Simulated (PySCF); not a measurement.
CaP: energy against distance

Set-up: Ca 3-21G, P 3-21G; no relativity (PySCF 2.14). Energies in eV from Ca + P in their ground configurations at the same level. State: ⁴Σ⁻ (quartet), unpaired electrons σ ↑, π ↑↑.

| R (Å) | r²SCAN | CAM-B3LYP | ROHF-CCSD(T) |
| --- | --- | --- | --- |
| 2.654 | -0.4899 | -0.2822 |  |
| 2.777 | -0.7437 | -0.5128 | 0.1726 |
| 2.901 | -0.8829 | -0.6330 | -0.0056 |
| 2.993 | -0.9329 | -0.6711 | -0.0844 |
| 3.086 | -0.9487 | -0.6768 | -0.1292 |
| 3.179 | -0.9384 | -0.6589 | -0.1497 |
| 3.302 | -0.8965 | -0.6105 | -0.1521 |
| 3.456 | -0.8163 | -0.5288 | -0.1343 |
| 3.642 | -0.7014 | -0.4227 | -0.0984 |
| 3.888 | -0.5455 | -0.2955 |  |

Task: Put a parabola through the three lowest points of the r²SCAN curve and estimate Re, k and ωe (reduced mass 17.45 u; 1 eV/Å² = 0.16022 mdyn/Å; ωe = 1302.8·√(k/μ) cm⁻¹).

Result: Through R = 2.993, 3.086, 3.179 Å the second-order coefficient is 1.51 eV/Å², so Re ≈ 3.096 Å, k ≈ 0.483 mdyn/Å and ωe ≈ 217 cm⁻¹. A polynomial fit of higher order to the unrounded r²SCAN energies gives Re = 3.091 Å, k = 0.472 mdyn/Å, ωe = 214 cm⁻¹; anharmonicity and rounding make the difference.

The higher-order fit for each curve: r²SCAN: Re = 3.091 Å, ωe = 214 cm⁻¹, De = 0.95 eV; CAM-B3LYP: Re = 3.058 Å, ωe = 217 cm⁻¹, De = 0.68 eV; ROHF-CCSD(T): Re = 3.253 Å, ωe = 143 cm⁻¹, De = 0.154 eV.

Correlated steps freeze 10 core orbitals. The CCSD T1 diagnostic is raised, a sign that a single reference may not be enough here. 3-21G is very small, so such numbers show the basis as much as the molecule. The state was picked by a PBE0 search and need not be the measured ground state.
